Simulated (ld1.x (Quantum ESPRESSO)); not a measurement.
An all-electron radial function and its pseudo partner (titanium)

Columns: radius, all-electron u(r) and pseudo u(r) of the 4p shell (level -1.78 eV) of titanium in the configuration [Ar] 3d2 4s1.5 4p0.5; PBEsol, scalar-relativistic, ultrasoft scheme, ld1.x (Quantum ESPRESSO) 7.5.

| r (bohr) | all-electron | pseudo |
| --- | --- | --- |
| 0.175 | 0.1104 | 0.0036 |
| 0.350 | 0.0087 | 0.0143 |
| 0.525 | -0.1218 | 0.0317 |
| 0.700 | -0.1858 | 0.0551 |
| 0.875 | -0.1836 | 0.0835 |
| 1.050 | -0.1379 | 0.1160 |
| 1.225 | -0.0699 | 0.1513 |
| 1.400 | 0.0063 | 0.1883 |
| 1.575 | 0.0823 | 0.2259 |
| 1.750 | 0.1537 | 0.2631 |
| 1.925 | 0.2182 | 0.2989 |
| 2.100 | 0.2751 | 0.3327 |
| 2.275 | 0.3245 | 0.3639 |
| 2.450 | 0.3666 | 0.3920 |
| 2.625 | 0.4017 | 0.4169 |
| 2.800 | 0.4304 | 0.4385 |
| 2.975 | 0.4530 | 0.4566 |
| 3.150 | 0.4701 | 0.4713 |
| 3.325 | 0.4822 | 0.4824 |
| 3.500 | 0.4898 | 0.4898 |
| 3.675 | 0.4934 | 0.4934 |
| 3.850 | 0.4935 | 0.4935 |
| 4.025 | 0.4905 | 0.4905 |
| 4.200 | 0.4849 | 0.4849 |
| 4.375 | 0.4770 | 0.4770 |
| 4.550 | 0.4673 | 0.4673 |

Question: How many radial nodes do the two functions have?

Answer: The all-electron 4p function has n − l − 1 = 2; the pseudo-wave has 0, since the states of the same l below it are removed with the core.

Question: At about which radius was the pseudo-wave matched?

Answer: 3.50 bohr, where the columns begin to agree (steps of 0.17 bohr).

Question: Where does each function peak?

Answer: Outermost all-electron maximum near 3.85 bohr, pseudo maximum near 3.85 bohr (to the table’s step).

Question: Is the pseudo-wave norm-conserving?

Answer: No, it belongs to an ultrasoft set: the norm inside the radius is not constrained, and the difference is carried by the augmentation charge.
